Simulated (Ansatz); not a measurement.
`[O]=[Mo]([F])([F])([F])[Cl]` + H₂O → `[O]=[Mo]([OH])([F])([F])[Cl]` + H–F at 500 K and 1 bar (formal hydrolysis of a Mo–F bond).

Gas-phase electronic energies from Ansatz, PBE0-D4/def2-TZVP geometries. CCSD(T)/CBS adds triple-zeta CCSD(T) − MP2 to the extrapolated MP2 energy (def2 sets, frozen cores). This one scheme is used for every species. Elements past krypton have def2 core potentials. For Mo outer-core shells are correlated without core-valence functions, which leaves a few kJ/mol of doubt a bond. One conformer a species, not always the lowest.

| species | CCSD(T)/CBS energy (Eh) | H − E (kJ/mol) | S (J/(mol·K)) |
| --- | --- | --- | --- |
| `[O]=[Mo]([F])([F])([F])[Cl]` | -902.64600 | 75.3 | 416.5 |
| H₂O | -76.37941 | 73.2 | 206.3 |
| `[O]=[Mo]([OH])([F])([F])[Cl]` | -878.62404 | 108.2 | 434.1 |
| H–F | -100.39570 | 39.4 | 188.7 |

H − E and S are ideal-gas, rigid-rotor, harmonic terms from PBE0-D4/def2-TZVP, for one conformer and one mirror image of each species. 1 Eh = 2625.50 kJ/mol, R = 8.31446 J/(mol·K).

Q: By hand: ΔE, ΔH, ΔS and ΔG.

A: ΔE = (-878.62404) + (-100.39570) − (-902.64600) − (-76.37941) = 0.00567 Eh = 14.9 kJ/mol. Δ(H − E) = 108.2 + 39.4 − 75.3 − 73.2 = -0.9, so ΔH = 14.0 kJ/mol. ΔS = 434.1 + 188.7 − 416.5 − 206.3 = 0.0 J/(mol·K). ΔG = 14.0 − 500 × (0.0)/1000 = 14.0 kJ/mol.

Q: By hand: the equilibrium constant, and the temperature at which ΔG would vanish if ΔH and ΔS stayed fixed.

A: log₁₀ K = −ΔG/(RT ln 10) = -1.5. With ΔH or ΔS at zero there is no such temperature.

The number of gas molecules stays the same, so ΔS is small and ΔH decides. A doubt of 5 kJ/mol in ΔE shifts log₁₀ K by 0.5 here. Other conformers and mirror images would add mixing entropy, several J/(mol·K) or more a flexible species. These are equilibria of isolated gas molecules and say nothing of rates. Largest T1 diagnostic: 0.024 (customary marks: 0.02 for closed shells, 0.045 for open ones).

ΔS is within the doubt of such terms, so its sign, and with it that verdict, could turn.
